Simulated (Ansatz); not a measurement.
The inner images of a band of ClF₂GeH₃O₂ (9 atoms, charge 0, multiplicity 1) are given out of order.

These are results of RKS PBE0/def2-SVP (Ansatz 0.2.0), not measurements.

Image 0:

```xyz
9
Properties=species:S:1:pos:R:3
Ge -0.033 0.069 0.070
F -0.474 -0.204 1.725
O 1.680 -0.086 -0.325
H 1.816 -0.895 -0.836
Cl -1.272 1.453 -0.960
F -0.574 -1.447 -0.591
O 0.902 1.833 1.077
H 1.837 1.633 0.913
H 0.749 1.662 2.017
```

Image 6:

```xyz
9
Properties=species:S:1:pos:R:3
Ge 0.472 0.214 -0.148
F -1.141 0.987 2.370
O 1.874 -0.029 -1.161
H 1.744 -0.656 -1.882
Cl -1.143 1.142 -1.141
F -0.056 -1.316 0.426
O 1.081 1.203 1.174
H 2.046 1.240 1.195
H -0.246 1.234 2.259
```

Task: Put them in order from the first end to the last, with their energies above the first end.
A.
```xyz
9
Properties=species:S:1:pos:R:3
Ge 0.421 0.310 -0.146
F -1.055 0.724 2.238
O 1.813 0.018 -1.165
H 1.787 -0.850 -1.585
Cl -1.170 1.298 -1.120
F -0.098 -1.245 0.369
O 1.083 1.320 1.144
H 2.049 1.337 1.118
H -0.200 1.107 2.237
```
B.
```xyz
9
Properties=species:S:1:pos:R:3
Ge 0.069 0.178 0.065
F -0.691 0.238 1.704
O 1.692 0.018 -0.640
H 1.741 -0.805 -1.149
Cl -1.213 1.359 -1.142
F -0.357 -1.499 -0.069
O 0.996 1.684 1.145
H 1.934 1.471 1.257
H 0.459 1.376 1.920
```
C.
```xyz
9
Properties=species:S:1:pos:R:3
Ge 0.203 0.279 0.019
F -0.710 0.418 1.832
O 1.755 0.013 -0.779
H 1.766 -0.840 -1.232
Cl -1.201 1.366 -1.135
F -0.299 -1.381 0.091
O 1.001 1.574 1.142
H 1.955 1.453 1.242
H 0.160 1.135 1.910
```
D.
```xyz
9
Properties=species:S:1:pos:R:3
Ge 0.329 0.331 -0.065
F -0.865 0.523 2.019
O 1.795 0.018 -0.975
H 1.784 -0.869 -1.354
Cl -1.200 1.347 -1.114
F -0.201 -1.285 0.237
O 1.052 1.463 1.125
H 2.016 1.425 1.116
H -0.078 1.066 2.103
```
E.
```xyz
9
Properties=species:S:1:pos:R:3
Ge 0.004 0.104 0.071
F -0.569 0.008 1.723
O 1.678 -0.029 -0.476
H 1.757 -0.819 -1.029
Cl -1.244 1.384 -1.072
F -0.483 -1.514 -0.340
O 0.968 1.779 1.108
H 1.907 1.539 1.118
H 0.613 1.568 1.987
```

Result: E (+0.10 eV), B (+0.40 eV), C (+0.93 eV), D (+0.65 eV), A (+0.49 eV).

Time of the run: 2.9 min on 4 threads of Intel(R) Xeon(R) Platinum 8259CL CPU @ 2.50GHz (Skylake/Cascade Lake), with other jobs on the host, peak memory 0.37 GiB.
